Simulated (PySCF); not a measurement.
NP, charge -1, doublet, at a GFN2-xTB geometry (a state made from the parent by changing its charge; the spin is typed, not shown lowest), with bond 2-1 at 1.3 times its length. Base run: HF/pcseg-1 (PySCF).

The PySCF input:
```python
from pyscf import gto, scf

mol = gto.Mole()
mol.atom = '''
    N    -0.00000000   -0.00000000   -1.03321469
    P     0.00000000    0.00000000    0.93678131
'''
mol.basis = 'pcseg-1'
mol.charge = -1
mol.spin = 1
mol.verbose = 4
mol.build()

mf = scf.UHF(mol)
mf.kernel()
```

The base run was repeated with changes; each row names its change, and settings that it needs were set with it.

```json
[
 {"change": "base", "ΔE vs base (mEh)": "0.000", "SCF cycles": "22", "<S^2>": "0.781", "outcome": "converged"},
 {"change": "conv_tol = 1e-6", "ΔE vs base (mEh)": "0.000", "SCF cycles": "20", "<S^2>": "0.781", "outcome": "converged"},
 {"change": "init_guess = mod_huckel", "ΔE vs base (mEh)": "0.000", "SCF cycles": "25", "<S^2>": "0.781", "outcome": "converged"},
 {"change": "level_shift = 0.3 (with mf.max_cycle = 100)", "ΔE vs base (mEh)": "0.000", "SCF cycles": "76", "<S^2>": "0.781", "outcome": "converged"},
 {"change": "diis_space = 20", "ΔE vs base (mEh)": "0.000", "SCF cycles": "20", "<S^2>": "0.781", "outcome": "converged"},
 {"change": "init_guess = 1e", "ΔE vs base (mEh)": "0.000", "SCF cycles": "28", "<S^2>": "0.781", "outcome": "converged"},
 {"change": "diis = off (with mf.max_cycle = 100)", "ΔE vs base (mEh)": "-", "SCF cycles": "100", "<S^2>": "-", "outcome": "not converged"},
 {"change": "conv_tol = 1e-12", "ΔE vs base (mEh)": "0.000", "SCF cycles": "24", "<S^2>": "0.781", "outcome": "converged"},
 {"change": "init_guess = huckel", "ΔE vs base (mEh)": "0.000", "SCF cycles": "24", "<S^2>": "0.781", "outcome": "converged"},
 {"change": "solver = newton", "ΔE vs base (mEh)": "-51.321", "SCF cycles": "-", "<S^2>": "1.597", "outcome": "another SCF solution"},
 {"change": "diis_space = 12", "ΔE vs base (mEh)": "0.000", "SCF cycles": "20", "<S^2>": "0.781", "outcome": "converged"},
 {"change": "level_shift = 0.5 (with mf.max_cycle = 100)", "ΔE vs base (mEh)": "-", "SCF cycles": "100", "<S^2>": "-", "outcome": "not converged"},
 {"change": "diis_space = 4", "ΔE vs base (mEh)": "-", "SCF cycles": "50", "<S^2>": "-", "outcome": "not converged"}
]
```

A guess, shift, damping, solver or small numerical setting can't move a converged solution much, so rows marked as another SCF solution ended in a different state.

Open shells are given as the SCF converged; they aren't shown to be the lowest states, and a large step between rows can be another state.
